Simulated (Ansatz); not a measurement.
These are frozen-core CCSD(T)/cc-pVTZ // B3LYP-D3(BJ)/def2-TZVP in Ansatz (an electronic-structure program) values and carry that method's errors.

Ansatz 0.2 input:
```yaml
crystal:
  periodic: [false, false, false]
  atoms:
    - { symbol: B, position_ang: [-1.669746, -0.184004, -0.117153] }
    - { symbol: B, position_ang: [-0.485355, 0.99286, -0.038084] }
    - { symbol: O, position_ang: [0.853728, 0.857738, 0.056927] }
    - { symbol: C, position_ang: [1.491459, -0.412414, 0.106862] }
    - { symbol: H, position_ang: [-2.232953, -0.585324, 0.858985] }
    - { symbol: H, position_ang: [-2.090028, -0.593712, -1.159557] }
    - { symbol: H, position_ang: [-0.868541, 2.137279, -0.069533] }
    - { symbol: H, position_ang: [0.765034, -1.229546, 0.057769] }
    - { symbol: H, position_ang: [2.181434, -0.494465, -0.733532] }
    - { symbol: H, position_ang: [2.05497, -0.488413, 1.037318] }
basis:
  gaussian: { orbitals: cc-pVTZ }
correlation:
  method: ccsd_t
```

Output:

```
Functional definition: HF
1166 factors; integrals over basis functions are off by at most 1.3e-3 eV
mean field evaluation 1: about -4504.9615 eV, gradient 3.0e1 eV
mean field evaluation 2: about -4504.9629 eV, gradient 3.0e1 eV
mean field evaluation 4: about -4507.3077 eV, gradient 4.4e0 eV
mean field evaluation 8: about -4507.3610 eV, gradient 6.2e-4 eV
mean field evaluation 16: about -4507.3592 eV, gradient 5.2e-1 eV
mean field -4507.36102902 eV, -165.6424626173 hartree, gradient 1.7e-6 eV, S^2 0.000000; 0 other end points of the search recorded, 0 dependent functions left out
4 core orbitals not correlated
reference -4507.36102902 eV, -165.6424626173 hartree; 11, 11 occupied and 189, 189 virtual orbitals, 1166 factors
second order -16.63244154 eV of doubles, -0.00000000 eV of singles
cycle   1  -17.22145092 eV  change   -5.9e-1 eV  update   9.3e-2
cycle   2  -17.68072809 eV  change   -4.6e-1 eV  update   2.8e-2
cycle   3  -17.78872157 eV  change   -1.1e-1 eV  update   1.6e-2
cycle   4  -17.77695874 eV  change    1.2e-2 eV  update   4.6e-3
cycle   5  -17.77678452 eV  change    1.7e-4 eV  update   2.3e-3
cycle   6  -17.77724391 eV  change   -4.6e-4 eV  update   7.2e-4
cycle   7  -17.77685867 eV  change    3.9e-4 eV  update   2.7e-4
cycle   8  -17.77683828 eV  change    2.0e-5 eV  update   1.4e-4
cycle   9  -17.77691262 eV  change   -7.4e-5 eV  update   7.1e-5
cycle  10  -17.77687470 eV  change    3.8e-5 eV  update   3.4e-5
cycle  11  -17.77688435 eV  change   -9.6e-6 eV  update   1.4e-5
perturbative correction -0.64026663 eV, -0.0235293646 hartree
Total energy: -4525.77817999 eV, -166.3192804320 hartree
```

Cost: very roughly 2.5 core-minutes.
